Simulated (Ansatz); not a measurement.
`[CH3][AlH][N]=C=O` + H₂ → `O=C=[N][AlH2]` + CH₄ at 500 K and 1 bar (hydrogenolysis of the Al–C bond).

Gas-phase electronic energies from Ansatz, PBE0-D4/def2-TZVP geometries. CCSD(T)/CBS is the MP2 limit (def2-TZVPP, def2-QZVPP) plus CCSD(T) − MP2 in def2-TZVPP, frozen cores. This one scheme is used for every species. Each species was taken in one conformer, which may not be the lowest.

| species | CCSD(T)/CBS energy (Eh) | H − E (kJ/mol) | S (J/(mol·K)) |
| --- | --- | --- | --- |
| `[CH3][AlH][N]=C=O` | -450.45557 | 191.6 | 426.5 |
| H₂ | -1.17544 | 41.0 | 145.5 |
| `O=C=[N][AlH2]` | -411.17628 | 103.9 | 342.3 |
| CH₄ | -40.46206 | 135.6 | 206.8 |

H − E and S are ideal-gas, rigid-rotor, harmonic terms from PBE0-D4/def2-TZVP, for one conformer and one mirror image of each species. The MP2-based limit puts H₂ 0.8 mEh under its directly extrapolated value; such offsets cancel only in part. 1 Eh = 2625.50 kJ/mol, R = 8.31446 J/(mol·K).

Problem. By hand: ΔE, ΔH, ΔS and ΔG.

Solution. ΔE = (-411.17628) + (-40.46206) − (-450.45557) − (-1.17544) = -0.00733 Eh = -19.2 kJ/mol. Δ(H − E) = 103.9 + 135.6 − 191.6 − 41.0 = 6.9, so ΔH = -12.3 kJ/mol. ΔS = 342.3 + 206.8 − 426.5 − 145.5 = -22.9 J/(mol·K). ΔG = -12.3 − 500 × (-22.9)/1000 = -0.9 kJ/mol.

Problem. By hand: the equilibrium constant, and the temperature at which ΔG would vanish if ΔH and ΔS stayed fixed.

Solution. log₁₀ K = −ΔG/(RT ln 10) = 0.1. ΔG = 0 at ΔH/ΔS = 537 K.

TΔS isn't small against ΔH here. The sign of ΔG lies within the doubt. A doubt of 5 kJ/mol in ΔE shifts log₁₀ K by 0.5 here. Other conformers and mirror images would add mixing entropy, several J/(mol·K) or more a flexible species. Modes under 60 cm⁻¹, often nearly free rotors, make the harmonic entropy too high. These are equilibria of isolated gas molecules and say nothing of rates. Largest T1 diagnostic: 0.016 (customary marks: 0.02 for closed shells, 0.045 for open ones).
